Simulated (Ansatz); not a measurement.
`N[SiH2][SiH](N)F` and `CC[SiH](N)F` differ in one atom or group.

Ansatz, PBE0-D4/def2-TZVP geometries, multiplicity 1. Each molecule was computed in one conformer, which needn't be the lowest.

| property | `N[SiH2][SiH](N)F` |
| --- | --- |
| HOMO energy (PBE/def2-TZVPP) / eV | -5.99 |
| HOMO energy (ωB97M-V/def2-TZVPP) / eV | -9.52 |
| HOMO energy (PBE0/def2-TZVPP) / eV | -7.33 |
| size of the dipole moment (B3LYP/def2-TZVPP) / D | 2.08 |
| LUMO energy (PBE/def2-TZVPP) / eV | -1.16 |
| HOMO–LUMO gap (ωB97M-V/def2-TZVPP) / eV | 10.82 |

Give the same properties after the change, and the shifts. (Best estimate.)

Computed: 
```tsv
property	`CC[SiH](N)F`	shift
HOMO energy (PBE/def2-TZVPP) / eV	-6.40	-0.41
HOMO energy (ωB97M-V/def2-TZVPP) / eV	-10.34	-0.82
HOMO energy (PBE0/def2-TZVPP) / eV	-7.90	-0.57
size of the dipole moment (B3LYP/def2-TZVPP) / D	1.81	-0.27
LUMO energy (PBE/def2-TZVPP) / eV	0.03	1.19
HOMO–LUMO gap (ωB97M-V/def2-TZVPP) / eV	12.60	1.78
```

With PBE0 the HOMO falls by 0.57 eV and the LUMO rises by 1.19 eV, so the gap widens by about 1.76 eV. PBE moves the HOMO by -0.41 eV and ωB97M-V by -0.82 eV. Dipoles are sizes alone; their direction can turn.

Positive LUMOs are unbound, so they and the gaps depend on the basis.

B3LYP here is the variant with VWN-RPA as its local correlation; programs differ in this.
